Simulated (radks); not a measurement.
Results of a calculation; reference values are marked as such.
Task: All-electron atom: the potassium ion K2+ in [Ne] 3s2 3p5. Level of theory: Dirac Kohn-Sham, PBE, spin-unpolarised, spherical densities, point nucleus; open shells are shared between the two j in proportion to 2j + 1; speed of light set to 13703.6 atomic units (100 times the physical value, a model run) (a radial shooting solver on a logarithmic mesh with Libxc functionals). Some entries of the table are withheld. Estimate them.

| orbital | occ. | eigenvalue (hartree) | r(max) (bohr) | <r^2> (bohr^2) |
|---|---|---|---|---|
| 1s1/2 | 2 | -129.6835 | 0.05352 | 0.008932 |
| 2s1/2 | 2 | -13.73681 | 0.3202 | (1) |
| 2p1/2 | 2 | (2) | 0.2634 | 0.1527 |
| 2p3/2 | 4 | (3) | 0.2634 | 0.1527 |
| 3s1/2 | 2 | -2.05664 | (4) | 1.768 |
| 3p1/2 | 1.66667 | (5) | 1.132 | (6) |
| 3p3/2 | 3.33333 | (7) | 1.132 | (8) |

Result: 
(1) 2s1/2 <r^2> (bohr^2): 0.1800
(2) 2p1/2 eigenvalue (hartree): -11.14649
(3) 2p3/2 eigenvalue (hartree): -11.14648
(4) 3s1/2 r(max) (bohr): 1.071
(5) 3p1/2 eigenvalue (hartree): -1.44104
(6) 3p1/2 <r^2> (bohr^2): 2.154
(7) 3p3/2 eigenvalue (hartree): -1.44104
(8) 3p3/2 <r^2> (bohr^2): 2.154
